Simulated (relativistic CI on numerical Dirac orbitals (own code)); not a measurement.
What each ingredient does to the levels of Zr XXXIV

Base calculation: Dirac-Coulomb-Breit CI, orbitals from a KLI potential per configuration, model QED, unscaled Slater integrals.

Configurations in the expansion (outside the closed core 1s2): 2s2 2p3, 2s 2p4, 2p5, 2p4 3s, 2p4 3p, 2p4 3d, 2s2 2p2 3s, 2s2 2p2 3p, 2s2 2p2 3d, 2s 2p3 3s, 2s 2p3 3p, 2s 2p3 3d, 2s2 2p2 4s, 2s2 2p2 4p, 2s2 2p2 4d, 2s2 2p2 4f. Levels of other configurations are missing.

Variants: (1) P86 correlation estimate; (2) one mean potential for all configurations. Shifts of the energy above 2s2 2p3 2P°_3/2, in eV, for the lowest level and the first level of each name with at least 55 % of one term (blank where a level changes its place among those of its configuration and J or its character, or is not in the variant):

```tsv
Level	Base	Δ(1)	Δ(2)
2s2 2p3 2P°_3/2	0.00	0.00	0.00
2s2 2p3 2D°_5/2	93.36	0.00	+0.02
2s2 2p3 2P°_1/2	112.76	0.00	+0.02
2s 2p4 4P_5/2	222.90	+0.32	+0.07
2s 2p4 4P_1/2	265.39	+0.32	+0.06
2s 2p4 2D_5/2	342.87	+0.32	+0.07
2s 2p4 2P_3/2	377.11	+0.32	+0.07
2p5 2P°_3/2	539.16	+0.53	+0.20
2p5 2P°_1/2	630.28	+0.53	+0.17
2s2 2p2 3s 4P_3/2	2460.68	+1.31	+1.30
2s2 2p2 3s 2P_1/2	2466.13	+1.31	+1.41
2s2 2p2 3s 2D_3/2	2477.04	+1.31	+1.28
2s2 2p2 3p 2P°_1/2	2565.82	+1.50	+1.45
2s 2p3 3s 6S°_5/2	2578.80	+1.58	+1.11
```

At this charge energies of transitions that change n are usually good to better than 1 %, and those within a shell (Δn = 0) to a few per cent.

Ionisation energy from the two ground configurations alone: base 4296.24 eV; P86 correlation estimate 4297.92 eV. The NIST ASD value (semi-empirical) is 4300 eV.

LS names give the leading component of a level, which can be under half, so a name can repeat, a term be missing and a line seem to break the LS rules.
